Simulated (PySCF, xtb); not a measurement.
C2H3ClFNSi, SMILES C#C[Si@@](N)(F)Cl.

Coordinates come from a B3LYP-D3(BJ)/def2-SVP optimisation. The structure was generated by enumeration; whether it is a known compound was not checked. One conformer was computed; it need not be the lowest.

These are C-PCM-ωB97X/def2-SVP in PySCF values and carry that method's errors.

The values are the electrostatic part of the solvation free energy, E(continuum) − E(gas) at the gas-phase geometry, in a cavity of scaled van der Waals radii (PySCF's table); cavitation and dispersion terms are not included. In vacuum the orbital gap is 12.40 eV. The dipole moment in vacuum is 2.89 D.

Question: Estimate the values in water (ε = 78.36), N,N-dimethylformamide (ε = 37.22), tetrahydrofuran (ε = 7.43). (An estimate is asked for; the answer gives what the named calculation found.)

Answer: 
```tsv
solvent	ε	ΔG(elec) (kcal/mol)	dipole (D)	gap (eV)
water	78.36	-6.8	3.52	12.25
N,N-dimethylformamide	37.22	-6.7	3.51	12.25
tetrahydrofuran	7.43	-5.9	3.43	12.27
```

For comparison, GFN2-xTB/ALPB(water) (xtb, at the GFN2-xTB geometry, all terms of that model) gives -5.0 kcal/mol.
